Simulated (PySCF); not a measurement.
C4H11O3Si (doublet state).
Z-matrix (Å and degrees, GFN2-xTB geometry), rows numbered from 1:
```
C 
O   1  1.4037
C   2  1.4138  1  113.04
Si  3  1.9121  2  105.90  1   179.73
O   4  1.6365  3  112.19  2    53.88
C   5  1.3980  4  129.20  3   -58.89
O   4  1.6302  3  103.73  2   167.15
C   7  1.3954  4  128.75  3  -166.70
H   1  1.0970  2  111.04  3   -59.77
H   1  1.0977  2  111.20  3    61.31
H   1  1.0886  2  106.90  3  -179.23
H   3  1.1010  2  110.01  1   -60.80
H   3  1.0959  2  110.26  1    57.59
H   6  1.0912  5  107.75  4   158.69
H   6  1.0905  5  110.90  4    38.40
H   6  1.0925  5  110.14  4   -82.27
H   8  1.0909  7  110.91  4    46.95
H   8  1.0906  7  107.87  4   167.09
H   8  1.0928  7  110.25  4   -73.70
```

The hyperfine couplings belong to this conformer and change with its torsions.

The species is `COC[Si](OC)OC` [radical].

The calculation used PySCF 2.14.0, UKS B3LYP, pcH-1 on C H O Si, non-relativistic, mean-field spin-orbit, GIAO. One conformer (not necessarily the lowest) at the GFN2-xTB geometry, without solvent, vibrations or thermal averaging. A GFN2-xTB geometry isn't a minimum of the functional, and hyperfine couplings can be far from their values at a DFT geometry, by a factor of two or more for some ions and for spin on atoms past the first row.

Count the α and β electrons and give S(S+1).

Nα = 37, Nβ = 36 (73 in all), and S(S+1) = 0.75 for S = 1/2.

Mulliken spin populations, one withheld:

```tsv
atom	bound to	population
C1	O2, H9, H10, H11	-0.0018
O2	C1, C3	-0.0030
C3	O2, Si4, H12, H13	+0.0758
Si4	C3, O5, O7	?
O5	Si4, C6	+0.0703
C6	O5, H14, H15, H16	-0.0075
O7	Si4, C8	+0.0633
C8	O7, H17, H18, H19	-0.0074
H9	C1	+0.0002
H10	C1	-0.0003
H11	C1	+0.0015
H12	C3	+0.0181
H13	C3	-0.0064
H14	C6	+0.0009
H15	C6	-0.0002
H16	C6	+0.0074
H17	C8	+0.0009
H18	C8	+0.0005
H19	C8	+0.0113
```

Complete the table.

1 − (0.2236) gives +0.776, since all populations sum to 2S.

Sum the populations by element and by sign.

Silicon +0.78, oxygen +0.13, carbon +0.06, hydrogen +0.03. The positive populations sum to 1.03, the negative ones to -0.03.

With ⟨S²⟩ = 0.7516, find the sum of squared α–β overlaps and estimate the admixture of higher spin.

For a single determinant ⟨S²⟩ = S(S+1) + Nβ − Σ|⟨iα|jβ⟩|², so the squared overlaps of occupied orbitals sum to 36 − 0.0016 = 35.9984. If the quartet state (S + 1) were the only admixture, its weight would be 0.0016/(2S + 2) = 0.05 %. For Kohn–Sham this describes the determinant of the orbitals, not the true wave function.

What Fermi-contact NMR shifts do the couplings of C1, C6/C8, H9/H10/H11, H12/H13, H14 (×6) imply at 250 K (Curie law, g = gₑ)?

δ = a_FC·h·gₑ μB S(S+1)/(3 g_N μN kT), with k/h = 20836.6 MHz/K:

```
    nuclei  isotope  a_FC (MHz)     g_N  contact shift (ppm)
        C1      13C        4.13  1.4048                 +519
     C6/C8      13C       -1.28  1.4048                 -160
H9/H10/H11       1H        0.99  5.5857                  +31
   H12/H13       1H        9.07  5.5857                 +287
  H14 (×6)       1H        2.90  5.5857                  +91
```

The sign follows the spin density at the nucleus: positive density means a positive shift. Entries for several nuclei are means.

Nuclei that the bonding pattern makes equivalent are averaged, as if the motion that swaps them (rotation, inversion, ring flip) were fast. The six 1H nuclei of mean +2.9 MHz run from 0.5 to 5.7 MHz in the frozen geometry. The 1H value of +9.1 MHz is a mean of couplings from -7.5 to 25.7 MHz in this one geometry, not an average over conformers.

The spin density at the nucleus, in bohr⁻³, is negative for O2 (-0.0063), for instance. A restricted open-shell determinant has no negative spin density anywhere; here it arises because α and β orbitals differ (spin polarisation).
